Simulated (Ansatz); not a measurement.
`COC[SiH2]C` → `CCOC` + `[SiH2]` at 600 K and 1 bar (silylene formation by 1,1-elimination).

Computed with Ansatz on PBE0-D4/def2-TZVP structures; ΔE is electronic, products minus reactants. CCSD(T)/CBS adds triple-zeta CCSD(T) − MP2 to the extrapolated MP2 energy (def2 sets, frozen cores). This one scheme is used for every species. Each species was taken in one conformer, which may not be the lowest.

```tsv
species	CCSD(T)/CBS energy (Eh)	H − E (kJ/mol)	S (J/(mol·K))
`COC[SiH2]C`	-484.41137	398.3	481.1
`CCOC`	-194.12862	335.8	379.3
`[SiH2]`	-290.19011	52.1	233.9
```

H − E and S are ideal-gas, rigid-rotor, harmonic terms from PBE0-D4/def2-TZVP, for one conformer and one mirror image of each species. 1 Eh = 2625.50 kJ/mol, R = 8.31446 J/(mol·K).

Q: By hand: ΔE, ΔH, ΔS and ΔG.

A: ΔE = (-194.12862) + (-290.19011) − (-484.41137) = 0.09264 Eh = 243.2 kJ/mol. Δ(H − E) = 335.8 + 52.1 − 398.3 = -10.4, so ΔH = 232.8 kJ/mol. ΔS = 379.3 + 233.9 − 481.1 = 132.1 J/(mol·K). ΔG = 232.8 − 600 × (132.1)/1000 = 153.5 kJ/mol.

Q: By hand: the equilibrium constant, and the temperature at which ΔG would vanish if ΔH and ΔS stayed fixed.

A: log₁₀ K = −ΔG/(RT ln 10) = -13.4. ΔG = 0 at ΔH/ΔS = 1762 K.

The number of gas molecules changes by +1, which sets the sign of ΔS. A doubt of 5 kJ/mol in ΔE shifts log₁₀ K by 0.4 here. Other conformers and mirror images would add mixing entropy, several J/(mol·K) or more a flexible species. Modes under 60 cm⁻¹, often nearly free rotors, make the harmonic entropy too high. These are equilibria of isolated gas molecules and say nothing of rates. Largest T1 diagnostic: 0.014 (customary marks: 0.02 for closed shells, 0.045 for open ones).
